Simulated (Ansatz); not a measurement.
Ga oxide hydroxide: r2SCAN-D4/def2-TZVP single points in Ansatz on relaxed structures, gas phase. Each cluster is the lowest isomer that a short search found in that spin, judged at the geometry's level, and lower ones may exist. Binding counts from free atoms in the multiplicity of their measured ground term, without zero-point energy. The structures are stationary points that may keep the symmetry of their start. Remarks come from the PBE and PBE0 runs and from stability tests at other levels; not every state was tested.

(1) Estimate the order by gap (eV), lowest first.
A. GaO2H (singlet)
B. GaO3H3 (singlet)
C. Ga4O8H4 (singlet)

(1) C (2.42), A (3.83), B (5.83).

In full:

```tsv
species	atoms	state	geometry	HOMO (eV)	LUMO (eV)	gap (eV)	binding per atom (eV)	point group (within 0.1 Å)	remarks
GaO2H	4	singlet	B3LYP-D4/def2-TZVP	-6.67	-2.85	3.83	3.26	Cs	–
GaO3H3	7	singlet	PBE-D4/def2-SVP	-7.54	-1.71	5.83	3.66	Cs	–
Ga4O8H4	16	singlet	PBE-D4/def2-SVP	-5.19	-2.76	2.42	3.72	–	restricted SCF unstable in HF
```

The gap (eV) runs from 2.42 (Ga4O8H4) to 5.83 (GaO3H3). The binding per atom (eV) runs from 3.26 (GaO2H) to 3.72 (Ga4O8H4).
